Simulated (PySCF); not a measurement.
## Calculated NMR parameters of 1-trimethylsilyl-1,2,4-triazole

```
Formula                               : C5H11N3Si
SMILES                                : C[Si](C)(C)n1cncn1
InChI                                 : InChI=1S/C5H11N3Si/c1-9(2,3)8-5-6-4-7-8/h4-5H,1-3H3
Point group of the computed structure : C1
Degrees of unsaturation               : 3
Carbon signals                        : 3
Proton signals                        : 3
```

Molfile (atoms numbered from 1):
```
C5H11N3Si
     RDKit          3D

 20 20  0  0  0  0  0  0  0  0999 V2000
   -1.4799   -0.9800   -1.3145 C   0  0  0  0  0  0  0  0  0  0  0  0
   -0.6888    0.1857   -0.0357 Si  0  0  0  0  0  4  0  0  0  0  0  0
   -1.3691   -0.0871    1.7191 C   0  0  0  0  0  0  0  0  0  0  0  0
   -0.7273    2.0023   -0.5842 C   0  0  0  0  0  0  0  0  0  0  0  0
    1.0313   -0.2646    0.0278 N   0  0  0  0  0  0  0  0  0  0  0  0
    1.7209   -1.3444   -0.3883 C   0  0  0  0  0  0  0  0  0  0  0  0
    2.9872   -1.2469   -0.0789 N   0  0  0  0  0  0  0  0  0  0  0  0
    3.0521   -0.0541    0.5528 C   0  0  0  0  0  0  0  0  0  0  0  0
    1.9035    0.5632    0.6382 N   0  0  0  0  0  0  0  0  0  0  0  0
   -0.9893   -0.9022   -2.2807 H   0  0  0  0  0  0  0  0  0  0  0  0
   -1.4347   -2.0192   -1.0021 H   0  0  0  0  0  0  0  0  0  0  0  0
   -2.5263   -0.7320   -1.4598 H   0  0  0  0  0  0  0  0  0  0  0  0
   -2.4090    0.2147    1.7941 H   0  0  0  0  0  0  0  0  0  0  0  0
   -0.8019    0.4904    2.4436 H   0  0  0  0  0  0  0  0  0  0  0  0
   -1.3069   -1.1323    2.0110 H   0  0  0  0  0  0  0  0  0  0  0  0
   -0.4496    2.1090   -1.6292 H   0  0  0  0  0  0  0  0  0  0  0  0
   -1.7169    2.4304   -0.4603 H   0  0  0  0  0  0  0  0  0  0  0  0
   -0.0299    2.5925    0.0025 H   0  0  0  0  0  0  0  0  0  0  0  0
    1.2667   -2.1631   -0.9060 H   0  0  0  0  0  0  0  0  0  0  0  0
    3.9629    0.3480    0.9476 H   0  0  0  0  0  0  0  0  0  0  0  0
  1  2  1  0
  2  3  1  0
  2  4  1  0
  2  5  1  0
  5  6  1  0
  6  7  2  0
  7  8  1  0
  8  9  2  0
  9  5  1  0
  1 10  1  0
  1 11  1  0
  1 12  1  0
  3 13  1  0
  3 14  1  0
  3 15  1  0
  4 16  1  0
  4 17  1  0
  4 18  1  0
  6 19  1  0
  8 20  1  0
M  END
```

PySCF 2.14.0 with density-fitted response routines calculation with geometry: GFN2-xTB and PBE0/pcSseg-1 with gauge-including orbitals; one conformer, one averaged value for each set of equivalent atoms, in vacuum, relativity neglected.

Referencing at the same level of theory: 1H (σref 31.72) and 13C (σref 186.93) and 29Si (σref 349.16) vs TMS; 15N (σref 267.73) vs NH3.

| carbon | δC, type | δH (multiplicity) | HMBC from (2–3 bonds) | span of the C tensor (ppm) |
| --- | --- | --- | --- | --- |
| C1/C3/C4 | 0.1, CH3 | 0.49 (s) | H10/H11/H12/H13/H14/H15/H16/H17/H18 | 14 |
| C6 | 151.9, CH | 7.97 (m) | H20 | 164 |
| C8 | 159.1, CH | 8.17 (m) | H19 | 164 |

Other nuclei:
| atoms | nucleus | environment | δ (ppm) | σ (ppm) |
| --- | --- | --- | --- | --- |
| Si2 | 29Si | silicon bonded to 3 C, N | 12.9 | 336.2 |
| N9 | 15N | pyridine-type nitrogen of an azole | 335.1 | -67.4 |
| N7 | 15N | pyridine-type nitrogen of an azole | 293.7 | -26.0 |
| N5 | 15N | pyrrole-type ring nitrogen | 248.2 | 19.5 |

- Carbon types of the structure: 2 × CH, 3 × CH3, which accounts for all hydrogens.
- δC 159.1, 151.9: aromatic CH between two ring heteroatoms.
- δC 0.1: methyl carbon bonded to Si; an electropositive neighbour leaves it electron-rich and shielded.
- δH 8.17, 7.97: hydrogen on an aromatic CH between two ring heteroatoms; it sits in the deshielding region of the aromatic ring current.
- δH 0.49: hydrogen on a methyl carbon bonded to Si; an electropositive neighbour shields it, as in TMS itself.

Shifts are as computed. Against solution values, carbons near 30 ppm lie about +3 ppm off and those near 130 ppm about +5 ppm. Of 1211 compounds with measured shifts, 218 miss one by over three times the rms of a fit or turn the order of signals round; such compounds aren't used in these exercises. Experimental scales use liquid or dissolved standards, which lie at an offset from isolated NH3 (liquid NH3: subtract about 20 ppm). Unscaled 15N shifts of sp2 nitrogen come out 20 to 40 ppm too high even then. No couplings were computed; multiplicities are counted from neighbouring protons, with m where these are inequivalent, close in shift, in a saturated or five-membered ring or joined by F or P, and br s for small geminal =CH2 splittings.
